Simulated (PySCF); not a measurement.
Species: C₂H₉NSi₂.
Numbering: `[CH2:1]=[N:2][SiH2:3][SiH2:4][CH3:5]` (hydrogens: H6, H7 on C1; H8, H9 on Si3; H10, H11 on Si4; H12, H13, H14 on C5)

Geometry (PBE0-D3(BJ)/def2-SVP, Å), atoms numbered from 1 in this order:
```xyz
14
C2H9NSi2 angstrom
C     -2.5869    0.9849    0.1115
N     -1.5981    0.3119   -0.2909
Si    -0.9056   -1.0928    0.5172
Si     1.2370   -0.4041    1.1745
C      2.1288    0.3311   -0.3117
H     -3.1840    0.7491    1.0197
H     -2.9207    1.8796   -0.4477
H     -0.8242   -2.1885   -0.4955
H     -1.7430   -1.5709    1.6739
H      1.0852    0.6212    2.2574
H      1.9938   -1.5622    1.7506
H      2.3021   -0.4388   -1.0789
H      1.5070    1.1214   -0.7589
H      3.0999    0.7626   -0.0262
```

The closed-shell ground state was solved at several levels (PySCF, density fitting, gas phase, non-relativistic).

```json
{"level": "BHandHLYP/pcSseg-1", "basis functions": "144", "total energy (Eh)": "-715.2256", "HOMO (eV)": "-8.47", "LUMO (eV)": "0.32", "gap (eV)": "8.79", "dipole (D)": "1.04"}
{"level": "PBE/pcSseg-1", "basis functions": "144", "total energy (Eh)": "-714.8383", "HOMO (eV)": "-5.70", "LUMO (eV)": "-1.99", "gap (eV)": "3.71", "dipole (D)": "0.73"}
{"level": "PBE0/IGLO-III", "basis functions": "283", "total energy (Eh)": "-715.0187", "HOMO (eV)": "-7.16", "LUMO (eV)": "-1.03", "gap (eV)": "6.13", "dipole (D)": "0.82"}
{"level": "PBE0/pcSseg-2", "basis functions": "320", "total energy (Eh)": "-715.0273", "HOMO (eV)": "-7.15", "LUMO (eV)": "-1.02", "gap (eV)": "6.13", "dipole (D)": "0.83"}
{"level": "OPBE/pcSseg-1", "basis functions": "144", "total energy (Eh)": "-715.1750", "HOMO (eV)": "-5.69", "LUMO (eV)": "-1.90", "gap (eV)": "3.79", "dipole (D)": "0.74"}
{"level": "PBE0/6-31G", "basis functions": "71", "total energy (Eh)": "-714.7991", "HOMO (eV)": "-6.71", "LUMO (eV)": "-0.52", "gap (eV)": "6.19", "dipole (D)": "0.84"}
{"level": "PBE0/6-31G*", "basis functions": "96", "total energy (Eh)": "-714.9009", "HOMO (eV)": "-6.92", "LUMO (eV)": "-0.57", "gap (eV)": "6.35", "dipole (D)": "0.77"}
{"level": "PBE0/6-311+G(2d,p)", "basis functions": "205", "total energy (Eh)": "-715.0019", "HOMO (eV)": "-7.16", "LUMO (eV)": "-1.05", "gap (eV)": "6.11", "dipole (D)": "0.83"}
{"level": "PBE0/def2-TZVP", "basis functions": "221", "total energy (Eh)": "-715.0142", "HOMO (eV)": "-7.13", "LUMO (eV)": "-0.98", "gap (eV)": "6.15", "dipole (D)": "0.82"}
{"level": "PBE0/def2-SVP", "basis functions": "123", "total energy (Eh)": "-714.6599", "HOMO (eV)": "-7.02", "LUMO (eV)": "-0.80", "gap (eV)": "6.22", "dipole (D)": "0.78"}
{"level": "PBE0/cc-pVTZ", "basis functions": "284", "total energy (Eh)": "-715.0152", "HOMO (eV)": "-7.10", "LUMO (eV)": "-0.91", "gap (eV)": "6.19", "dipole (D)": "0.81"}
```

**Question.** Estimate the row for BP86/pcSseg-1, a basis of 144 functions; the other rows only guide the guess.

**Answer.** Total energy -715.3805 Eh, HOMO -5.82 eV, LUMO -2.08 eV, gap 3.74 eV, dipole 0.76 D.

**Question.** Over all these levels, which gives the widest orbital gap and which the narrowest?

**Answer.** BHandHLYP/pcSseg-1 (global hybrid, 50 % exact exchange) has the widest, 8.79 eV, and PBE/pcSseg-1 (GGA) the narrowest, 3.71 eV. The two share the basis. From the narrowest to the widest the HOMO moves by -2.77 eV and the LUMO by +2.31 eV.

**Question.** How much does the basis alone move the frontier levels among the 8 PBE0 rows?

**Answer.** The HOMO by 0.45 eV and the LUMO by 0.53 eV. By rising basis size (HOMO, LUMO in eV): 6-31G -6.71, -0.52; 6-31G* -6.92, -0.57; def2-SVP -7.02, -0.80; 6-311+G(2d,p) -7.16, -1.05; def2-TZVP -7.13, -0.98; IGLO-III -7.16, -1.03; cc-pVTZ -7.10, -0.91; pcSseg-2 -7.15, -1.02.

**Question.** How far do the dipole and the HOMO energy spread over the levels?

**Answer.** The dipole runs from 0.73 to 1.04 D (mean 0.81 D) and the HOMO from -8.47 to -5.69 eV.

One conformer stands for the species.
